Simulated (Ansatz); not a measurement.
`C[CH2][GeH3]` + NH₃ → `[NH2][GeH3]` + `CC` at 700 K and 1 bar (ligand exchange at a Ge–C bond).

Program: Ansatz. Geometries: PBE0-D4/def2-TZVP. ΔE: electronic, gas phase. CCSD(T)/CBS adds triple-zeta CCSD(T) − MP2 to the extrapolated MP2 energy (def2 sets, frozen cores). This one scheme is used for every species. For Ge outer-core shells are correlated without core-valence functions, which leaves a few kJ/mol of doubt a bond. Scalar relativity is left out up to krypton.

| species | CCSD(T)/CBS energy (Eh) | H − E (kJ/mol) | S (J/(mol·K)) |
| --- | --- | --- | --- |
| `C[CH2][GeH3]` | -2157.02491 | 300.5 | 415.9 |
| NH₃ | -56.50880 | 116.9 | 226.5 |
| `[NH2][GeH3]` | -2133.81884 | 177.8 | 349.1 |
| `CC` | -79.71954 | 238.1 | 289.3 |

H − E and S are ideal-gas, rigid-rotor, harmonic terms from PBE0-D4/def2-TZVP. 1 Eh = 2625.50 kJ/mol, R = 8.31446 J/(mol·K).

**Question.** By hand: ΔE, ΔH, ΔS and ΔG.

**Answer.** ΔE = (-2133.81884) + (-79.71954) − (-2157.02491) − (-56.50880) = -0.00467 Eh = -12.3 kJ/mol. Δ(H − E) = 177.8 + 238.1 − 300.5 − 116.9 = -1.5, so ΔH = -13.8 kJ/mol. ΔS = 349.1 + 289.3 − 415.9 − 226.5 = -4.0 J/(mol·K). ΔG = -13.8 − 700 × (-4.0)/1000 = -11.0 kJ/mol.

**Question.** By hand: the equilibrium constant, and the temperature at which ΔG would vanish if ΔH and ΔS stayed fixed.

**Answer.** log₁₀ K = −ΔG/(RT ln 10) = 0.8. ΔG = 0 at ΔH/ΔS = 3450 K, far beyond where these terms or the molecules hold.

The number of gas molecules stays the same, so ΔS is small and ΔH decides. A doubt of 5 kJ/mol in ΔE shifts log₁₀ K by 0.4 here. These are equilibria of isolated gas molecules and say nothing of rates. Largest T1 diagnostic: 0.011 (customary marks: 0.02 for closed shells, 0.045 for open ones).
